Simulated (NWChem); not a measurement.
# HfO; SMILES [O]=[Hf]

```xyz
2

Hf     0.0000     0.0000    -0.1684
O      0.0000     0.0000     1.5527
```
Atoms are numbered in this order, from 1.

Program: NWChem. Geometry: optimised at PBE0-D3(BJ)/def2-TZVP. def2 effective core potentials on Hf; no spin-orbit coupling. Vertical excitations in the gas phase; the lowest state need not have the same character in each row.

```json
[
 {"level": "PBE0/def2-SVP, TDA", "basis functions": "46", "lowest excitation, singlet (eV)": "2.02", "oscillator strength of that lowest state": "0.000", "lowest state with f > 0.02, singlet (eV)": "3.36", "oscillator strength of that bright state": "0.229", "orbital gap (eV)": "3.41"},
 {"level": "PBE0/def2-SVPD, TDA", "basis functions": "58", "lowest excitation, singlet (eV)": "2.01", "oscillator strength of that lowest state": "0.000", "lowest state with f > 0.02, singlet (eV)": "3.31", "oscillator strength of that bright state": "0.216", "orbital gap (eV)": "3.41"},
 {"level": "PBE0/def2-TZVP, TDA", "basis functions": "71", "lowest excitation, singlet (eV)": "2.03", "oscillator strength of that lowest state": "0.000", "lowest state with f > 0.02, singlet (eV)": "3.39", "oscillator strength of that bright state": "0.208", "orbital gap (eV)": "3.44"},
 {"level": "PBE0/def2-TZVPD, TDA", "basis functions": "83", "lowest excitation, singlet (eV)": "2.03", "oscillator strength of that lowest state": "0.000", "lowest state with f > 0.02, singlet (eV)": "3.33", "oscillator strength of that bright state": "0.239", "orbital gap (eV)": "3.44"}
]
```
